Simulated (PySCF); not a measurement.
WClH₅, SMILES [Cl][WH5], multiplicity 1.

Coordinates come from a B3LYP-D3(BJ)/def2-TZVP optimisation. The geometry has at least one imaginary mode, so it is a saddle point at that level. The multiplicity is an assumed one; no other spin state was optimised. The structure was generated by enumeration; whether it is a known compound was not checked. The def2 effective core potentials stand for the cores of W; spin–orbit coupling is left out.

The numbers are results of PBE/def2-TZVPD in PySCF, not measurements.

Symmetry labels are those of the subgroup Cs that the program uses (full group Cs).

Computed valence orbital energies around the gap with their symmetry:
| orbital | symmetry | energy (eV) |
|---|---|---|
| HOMO−7 | A' | -10.97 |
| HOMO−6 | A' | -9.43 |
| HOMO−5 | A" | -9.19 |
| HOMO−4 | A' | -8.89 |
| HOMO−3 | A' | -8.81 |
| HOMO−2 | A" | -8.52 |
| HOMO−1 | A' | -7.59 |
| HOMO | A" | -6.67 |
| LUMO | A' | -4.61 |
| LUMO+1 | A" | -3.50 |
| LUMO+2 | A' | -3.41 |
| LUMO+3 | A' | -0.51 |
